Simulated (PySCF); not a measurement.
B4H5, H8N2Si2, BClH3OSi, CH5AlSi (calculated)

Calculation on a computer-drawn molecule: the log of a Hartree-Fock and frozen-core CCSD(T) single point meant for a local Hartree-Fock minimum, with one planted fault or none, to be diagnosed. Offsets are logged minus clean, where the clean run is the same molecule without the fault. The reference is restricted for singlets and unrestricted otherwise, and also for a bond in bohr or an excited solution. Adding or removing an electron swaps singlet and doublet. The excited solution moves the top pair (singlet) or top alpha electron (doublet) to the lowest empty orbital. Highest occupied and lowest empty are orbital energies over both spins, largest force is the largest gradient component, triples share is (T) over the correlation energy, the T1 limit is 0.02 restricted and 0.045 unrestricted, electrons count all cores, a negative frequency is imaginary (commonest isotopes), and the dipole is about the centre of nuclear charge. Program: PySCF 2.14.0.

Common to all runs: meant multiplicity 1; logged SCF converged yes; possible faults no fault, one electron removed, one electron added, multiplicity raised by two, geometry at a saddle point, SCF held on an excited solution, minimal basis STO-3G, one bond length entered in bohr, all coordinates scaled.

(1) B4H5

Logged structure:
```xyz
9
B4H5
B     -0.6993     0.2734    -1.0164
B      0.8998     0.5996    -0.7283
B      2.0223    -0.6635    -0.5782
B      1.4376     2.2017    -0.5791
H     -1.8364     0.0415    -1.2213
H      2.5903    -1.0521    -1.5536
H      2.2334    -1.1244     0.5026
H      1.4521     2.7092     0.5013
H      1.8073     2.7813    -1.5552
```

* meant charge: 1
* meant basis: cc-pVDZ
* logged electrons: 24
* logged basis functions: 81
* logged spin squared: 0
* logged highest occupied: -12.538 eV
* logged lowest empty: -9.6814 eV
* logged largest force: 0.18123 hartree/bohr
* logged CC converged: no
* logged dipole magnitude: 1.5578 debye
* logged SCF stable within its kind: no
* logged energy HF: -100.95112 hartree
* planted fault: SCF held on an excited solution
* HF energy offset from clean run: 187.8 kcal/mol

Drawn bonds:
| atom | other atom | order |
| --- | --- | --- |
| 1 | 2 | 1 |
| 2 | 3 | 1 |
| 2 | 4 | 1 |
| 1 | 5 | 1 |
| 3 | 6 | 1 |
| 3 | 7 | 1 |
| 4 | 8 | 1 |
| 4 | 9 | 1 |

Notes: CCSD not converged.

(2) H8N2Si2

Logged structure:
```xyz
12
H8N2Si2
N     -2.5236     0.4595    -0.2226
Si    -1.1801     0.8016    -1.2342
N     -0.5744    -0.6986    -1.8366
Si    -1.4565    -2.1223    -2.2888
H     -3.2637     1.1299    -0.1365
H     -2.4056    -0.0506     0.6328
H     -0.0254     1.4768    -0.5893
H     -1.7117     1.7115    -2.2755
H      0.4220    -0.7540    -1.9522
H     -2.6925    -1.7643    -3.0184
H     -1.8396    -2.9629    -1.1290
H     -0.5836    -2.9356    -3.1686
```

- meant charge: 0
- meant basis: cc-pV(D+d)Z
- logged electrons: 50
- logged basis functions: 114
- logged spin squared: 2.0102
- logged highest occupied: -2.4041 eV
- logged lowest empty: -0.39984 eV
- logged largest force: 0.07776 hartree/bohr
- logged T1 diagnostic: 0.029499
- logged D1 diagnostic: 0.15387
- logged triples share: 0.027652
- logged CC converged: yes
- logged dipole magnitude: 3.2453 debye
- logged SCF stable within its kind: yes
- logged energy HF: -691.27668 hartree
- logged energy CCSD(T): -691.88731 hartree
- planted fault: multiplicity raised by two
- HF energy offset from clean run: 149.1 kcal/mol
- CCSD(T) energy offset from clean run: 154 kcal/mol

Drawn bonds:
| atom | other atom | order |
| --- | --- | --- |
| 1 | 2 | 1 |
| 2 | 3 | 1 |
| 3 | 4 | 1 |
| 1 | 5 | 1 |
| 1 | 6 | 1 |
| 2 | 7 | 1 |
| 2 | 8 | 1 |
| 3 | 9 | 1 |
| 4 | 10 | 1 |
| 4 | 11 | 1 |
| 4 | 12 | 1 |

(3) BClH3OSi

Logged structure:
```xyz
7
BClH3OSi
O     -1.2966    -2.2465     1.3898
Si    -1.3032    -1.3490     0.0442
B     -2.1340    -2.7925    -1.2255
Cl    -2.7789    -3.9352    -2.1768
H     -0.7157    -1.7287     3.0058
H      0.0009    -1.0483    -0.5507
H     -2.2549    -0.2365     0.0020
```

- meant charge: 1
- meant basis: cc-pV(D+d)Z
- logged electrons: 46
- logged basis functions: 89
- logged spin squared: 0.7537
- logged highest occupied: -16.691 eV
- logged lowest empty: -5.2501 eV
- logged largest force: 0.040077 hartree/bohr
- logged T1 diagnostic: 0.071093
- logged D1 diagnostic: 0.39787
- logged triples share: 0.035829
- logged CC converged: yes
- logged dipole magnitude: 2.0692 debye
- logged SCF stable within its kind: yes
- logged energy HF: -849.36625 hartree
- logged energy CCSD(T): -849.89925 hartree
- planted fault: one bond length entered in bohr, row 4 of the drawn bonds
- HF energy offset from clean run: 94.62 kcal/mol
- CCSD(T) energy offset from clean run: 95.52 kcal/mol

Drawn bonds:
| atom | other atom | order |
| --- | --- | --- |
| 1 | 2 | 1 |
| 2 | 3 | 1 |
| 3 | 4 | 1 |
| 1 | 5 | 1 |
| 2 | 6 | 1 |
| 2 | 7 | 1 |

Notes: T1 above single-reference limit.

(4) CH5AlSi

Logged structure:
```xyz
8
CH5AlSi
Al    -1.2003     0.1801     0.5061
C      0.5540    -0.3566     1.0708
Si     1.5198    -1.4297     0.1710
H     -2.0755     1.1809     1.3659
H     -1.7769    -0.3972    -0.8533
H      1.3568     0.3587     2.8258
H      2.8729    -1.8797     0.5501
H      1.0783    -2.0212    -1.1024
```

* meant charge: 0
* meant basis: cc-pV(D+d)Z
* logged electrons: 38
* logged basis functions: 85
* logged spin squared: 0.9826
* logged highest occupied: -8.4657 eV
* logged lowest empty: 0.89359 eV
* logged largest force: 0.023177 hartree/bohr
* logged T1 diagnostic: 0.072335
* logged D1 diagnostic: 0.23902
* logged triples share: 0.044569
* logged CC converged: yes
* logged dipole magnitude: 1.7076 debye
* logged SCF stable within its kind: yes
* logged energy HF: -571.45116 hartree
* logged energy CCSD(T): -571.80277 hartree
* planted fault: one bond length entered in bohr, row 5 of the drawn bonds
* HF energy offset from clean run: 78.56 kcal/mol
* CCSD(T) energy offset from clean run: 83.59 kcal/mol

Drawn bonds:
| atom | other atom | order |
| --- | --- | --- |
| 1 | 2 | 1 |
| 2 | 3 | 2 |
| 1 | 4 | 1 |
| 1 | 5 | 1 |
| 2 | 6 | 1 |
| 3 | 7 | 1 |
| 3 | 8 | 1 |

Notes: T1 above single-reference limit.
